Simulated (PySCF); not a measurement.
## Correlation energy of Nb (niobium, neutral)

[Kr] 4d3 5s1 5p1, one real determinant (an excited configuration). Calculation: PySCF 2.14, in ANO-RCC-VTZP (7s6p4d2f1g, 68 functions); scalar relativity by spin-free X2C-1e. Frozen: [Kr]; 5 electrons correlated.

MP2 pair energies summed by pair of shells (mhartree):

| pair | energy | share (%) |
| --- | --- | --- |
| 4d-4d | -15.56 | 48.3 |
| 4d-5s | -9.33 | 28.9 |
| 4d-5p | -6.00 | 18.6 |
| 5s-5p | -1.36 | 4.2 |

Total MP2 correlation energy: -32.24 mhartree.

Same-spin part -32.24 and opposite-spin part 0.00 mhartree; SCS-MP2 scales them by 1/3 and 6/5 to -10.75 mhartree.

The basis was made for the ground configuration and has no added diffuse functions, which can raise the energy of the promoted electron.

The reference is one real determinant that mixes LS terms of this configuration.
